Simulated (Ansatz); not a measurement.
H₅SeSi₂ (`[SiH2][Se][SiH3]`) radical. Total charge 0; spin multiplicity 2. The geometry is a stationary point of PBE0-D4/def2-TZVP.

```xyz
8

Si   -1.560    1.036    0.315
Se    0.603    0.977    0.996
Si    1.084   -0.996   -0.048
H    -2.087    2.376    0.693
H    -1.656    0.840   -1.161
H     0.339   -2.118    0.576
H     2.543   -1.201    0.117
H     0.734   -0.914   -1.488
```

(1) What is the dipole moment at r2SCAN/def2-TZVPP? (Estimate.)

(2) And with PBE, B3LYP, ωB97M-V? (Best estimate.)

(3) Give the Mulliken charges with r2SCAN, PBE, ωB97M-V in def2-TZVPP. (Estimate.)

Answers

(1) The calculation gave: 0.77 D, with components (-0.11, -0.61, -0.45) D in this frame, pointing from negative to positive charge.

(2) Computed: PBE 0.68 D, B3LYP 0.77 D, ωB97M-V 0.85 D.

(3) The calculation gave: 
```csv
atom,r2SCAN,PBE,ωB97M-V
Si1,0.16,0.08,0.06
Se2,-0.19,-0.13,-0.17
Si3,0.28,0.19,0.12
H4,-0.05,-0.03,0.00
H5,-0.04,-0.02,0.00
H6,-0.05,-0.03,0.00
H7,-0.05,-0.03,0.00
H8,-0.05,-0.03,0.00
```

B3LYP here is the variant with VWN-RPA as its local correlation; programs differ in this.
